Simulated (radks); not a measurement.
Yb IV, 67 electrons, occupied as [Xe] 4f13.

Calculated with a radial shooting solver on a logarithmic mesh with Libxc functionals: scalar-relativistic Kohn-Sham, exchange-only PBE, spin-unpolarised, spherical densities, finite nucleus; Fermi nuclear charge, rms radius 5.3108 fm.

Energy parts (eV):
| part | energy |
|---|---|
| total | -382386.64 |
| kinetic | 416721.37 |
| electron-nucleus | -939184.21 |
| Hartree | 147902.92 |
| exchange | -7826.73 |

Orbitals (lengths in bohr, moments of r in powers of bohr; r(max) is where P^2 peaks; r(90%) holds 90 % of the orbital's charge):
| orbital | occ. | eigenvalue (eV) | <r> | r(max) | <r^4> | r(90%) |
|---|---|---|---|---|---|---|
| 1s | 2 | -61260.84 | 0.01966 | 0.01237 | 7.557e-07 | 0.0357 |
| 2s | 2 | -10406.82 | 0.08334 | 0.07059 | 0.0001162 | 0.129 |
| 2p | 6 | -9177.308 | 0.07415 | 0.05756 | 0.00008918 | 0.121 |
| 3s | 2 | -2371.242 | 0.2168 | 0.1994 | 0.004344 | 0.318 |
| 3p | 6 | -2000.505 | 0.2162 | 0.1966 | 0.004612 | 0.323 |
| 3d | 10 | -1548.708 | 0.1961 | 0.1603 | 0.003596 | 0.305 |
| 4s | 2 | -492.6514 | 0.4876 | 0.4550 | 0.1048 | 0.700 |
| 4p | 6 | -370.8284 | 0.5177 | 0.4761 | 0.1393 | 0.753 |
| 4d | 10 | -210.3794 | 0.5587 | 0.4905 | 0.2144 | 0.840 |
| 4f | 13 | -34.6026 | 0.7339 | 0.4802 | 1.403 | 1.26 |
| 5s | 2 | -84.3865 | 1.187 | 1.062 | 3.730 | 1.71 |
| 5p | 6 | -55.7993 | 1.396 | 1.212 | 7.543 | 2.05 |

The highest occupied level is 4f at -34.603 eV. Summed over all electrons, <r^2> = 32.55 bohr^2, which gives a Langevin (diamagnetic) susceptibility term of -25.8 x 10^-6 cm^3/mol. For comparison, the ionisation energy in NIST's Atomic Spectra Database is 43.61 eV (semi-empirical). In exact Kohn-Sham theory the highest level is minus the ionisation energy, but local and semilocal functionals leave it too shallow, through self-interaction and a potential that decays too fast; potentials with the right tail come closer.

Beside tabulated values, note that spin-unpolarised runs miss the spin-polarisation part of the exchange energy of open shells.
